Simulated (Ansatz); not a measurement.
A made-up structure of InH₂O (charge -1), singlet:

```
4
angstrom
O -2.1263 -0.4744 -0.1510
In -0.0515 -0.0115 -0.0037
H 1.3497 -1.1683 0.8383
H 0.8280 1.6542 -0.6837
```

It is relaxed with PBE-D4/def2-SVPD and then PBE0-D4/def2-TZVPD (Ansatz 0.2.0). Atoms count as bonded within 1.22 times the sum of their covalent radii (H–H: 0.88 Å). The end point is not checked to be a true minimum.

(1) Does its bonding change? (A judgement: the text doesn't fix the answer.)

Answers

(1) Computed: No: no bond forms or breaks.

Where it ends: The first stage lowers the energy by 0.51 eV in 3 steps. It ends as InH₂O ([O][InH2]), total charge -1:
```
4
angstrom
O -1.8985 -0.4236 -0.1348
In -0.0460 -0.0103 -0.0033
H 1.2051 -1.0431 0.7485
H 0.7393 1.4769 -0.6104
```

Labels in which every atom is bracketed show which atoms are joined, not bond orders.

For scale, one of the runs: PBE0-D4/def2-TZVPD relaxation, 114 basis functions, launched by `ansatz run in.yaml --threads 2 --pin off --events-out ev --progress --plain --max-ram 4352MiB`. Hardware: 2 CPU threads of an AMD EPYC 7R43, shared host. Wall time about 16 s.
